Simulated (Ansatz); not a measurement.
Reactions of `[Cl][Ge]([Cl])([Cl])[I]`.

Computed with Ansatz on PBE0-D4/def2-TZVP structures; ΔE is electronic, products minus reactants. CCSD(T)/CBS adds triple-zeta CCSD(T) − MP2 to the extrapolated MP2 energy (def2 sets, frozen cores). This one scheme is used for every species, atoms too. No spin–orbit coupling; open shells (•) take unrestricted orbitals. Spin–orbit coupling would lower the free atoms: a little for Cl; clearly for Ge; strongly for I. Elements past krypton have def2 core potentials. Bonds to Br, Ge, I, Se are less sure, by a few kJ/mol each and by 10 to 20 or more in all where they break to atoms, as the def2 sets lack core-valence functions. Scalar relativity is left out up to krypton. One conformer a species, not always the lowest.

**Question.** Order these by ΔE at CCSD(T)/CBS, lowest first. (An estimate is asked.)
A. `[Cl][Ge]([Cl])([Cl])[I]` → `[Cl][Ge][Cl]` + `ClI`
B. `[Cl][Ge]([Cl])([Cl])[I]` → 3 Cl• + Ge• + I•
C. `[Cl][Ge]([Cl])([Cl])[I]` + NH₃ → `[NH2][Ge]([Cl])([Cl])[Cl]` + HI
D. `[Cl][Ge]([Cl])([Cl])[I]` + H₂Se → `[Cl][Ge]([Cl])([Cl])[SeH]` + HI
E. `[Cl][Ge]([Cl])([Cl])[I]` + HBr → `[Cl][Ge]([Cl])([Cl])[Br]` + HI
F. `[Cl][Ge]([Cl])([Cl])[I]` → Cl• + `[Cl][Ge]([Cl])[I]`•
G. `[Cl][Ge]([Cl])([Cl])[I]` + H–F → `[F][Ge]([Cl])([Cl])[Cl]` + HI

**Answer.** E (+0.07 eV), D (+0.18 eV), G (+0.28 eV), C (+0.59 eV), A (+2.67 eV), F (+4.01 eV), B (+13.58 eV).

Largest T1 diagnostic: 0.013, for `[Cl][Ge][Cl]`.
